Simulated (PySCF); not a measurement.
# Palladium: a sound run and one with changed settings

Sound run: Pd [Kr] 4d10, Pd⁺ [Kr] 4d9. All numbers are calculated (PySCF 2.14, a scalar-relativistic core potential, in cc-pVDZ-PP with ECP28MDF). The sound run starts from symmetry-adapted Hartree-Fock orbitals and uses a fine grid where one is needed.

Changed run: basis STO-3G, all-electron and non-relativistic. This setting is unsound on purpose.

```
species  method  sound run (hartree)  changed run (hartree)  converged
     Pd     UHF           -126.60716            -4888.59991        yes
     Pd  M06-2X           -127.37035            -4890.56990        yes
     Pd     PBE           -127.45467            -4889.86961        yes
    Pd⁺     UHF           -126.37625            -4888.95469        yes
    Pd⁺  M06-2X           -127.05996            -4890.87071        yes
    Pd⁺     PBE           -127.13318            -4890.17383        yes
```

Ionisation energy of Pd:

```json
{"method": "UHF", "sound run (eV)": "6.283", "changed run (eV)": "-9.654"}
{"method": "M06-2X", "sound run (eV)": "8.446", "changed run (eV)": "-8.186"}
{"method": "PBE", "sound run (eV)": "8.748", "changed run (eV)": "-8.278"}
```

A minimal basis cannot let orbitals breathe on ionisation and holds almost no correlation. The Hamiltonian changed with the basis, so the totals do not compare. A negative ionisation energy or a positive MP2 energy shows that the occupation asked for is not the lowest one in this basis.

For comparison, NIST gives 8.337 eV between the lowest levels.
